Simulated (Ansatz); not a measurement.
Basis-set extrapolation for BClF$_{3}$HSi, SMILES `F[Si](F)(F)BCl` (PBE0-D4/def2-TZVP geometry, frozen core, Ansatz 0.2.0). Multiplicity 1, RHF reference.

```csv
,def2-TZVPP,def2-QZVPP
HF,-1072.428415,-1072.466290
MP2 correlation,-1.135503,-1.244064
CCSD(T) correlation,-1.202419,not run
```

Energies in hartree. Use E(X) = E(∞) + A·exp(−7.88·√X) for Hartree–Fock and E(X) = E(∞) + B·X^(−2.97) for correlation, with X = 3 and 4, and add CCSD(T) minus MP2 of the smaller set to the MP2 limit.

Q: What is the CCSD(T) energy at the basis-set limit?

A: HF limit: -1072.466290 + (-0.037875) × 0.13774 = -1072.47151. MP2 limit: -1.244064 + (-0.108561) × 0.74074 = -1.32448. Higher-order term: -1.202419 − (-1.135503) = -0.06692. Total: -1073.86291 hartree, 6.32 eV below CCSD(T)/def2-TZVPP.
